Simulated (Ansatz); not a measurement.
Consider the ligand exchange at the In–Cl bond: `[SiH3][O][In]([SH])[Cl]` + NH₃ → `[NH2][In]([SH])[O][SiH3]` + HCl.

Calculated with Ansatz (gas phase, PBE0-D4/def2-TZVP geometries, no zero-point term in ΔE). CBS: MP2 limit from def2 TZ/QZ plus the TZ coupled-cluster correction, frozen cores. This one scheme is used for every species. Functionals use def2-TZVPP. B3LYP here is the variant with VWN-RPA as its local correlation; programs differ in this. Elements past krypton have def2 core potentials. For In outer-core shells are correlated without core-valence functions, which leaves a few kJ/mol of doubt a bond. Each species was taken in one conformer, which may not be the lowest.

```tsv
level	ΔE (kJ/mol)	difference from CCSD(T)/CBS
PBE-D4	102.0	0.6
B3LYP-D4	106.6	5.2
ωB97X-V	105.2	3.8
ωB97M-V	105.7	4.3
PBE	102.5	1.1
r2SCAN	107.2	5.8
PBE0	107.8	6.4
HF/def2-QZVPP	124.2	22.8
MP2/def2-QZVPP	101.0	-0.4
MP2/CBS(def2)	101.9	0.5
CCSD(T)/CBS	101.4	0
```

Largest T1 diagnostic among the species: 0.015.

In def2-TZVPP, CCSD(T) changes the Hartree–Fock value by −24.9 kJ/mol (the triples alone add −2.2 kJ/mol) and MP2 by −24.3 kJ/mol. From PBE to PBE0 (25 % exact exchange), in def2-TZVPP and without D4, ΔE moves by +5.2 kJ/mol.
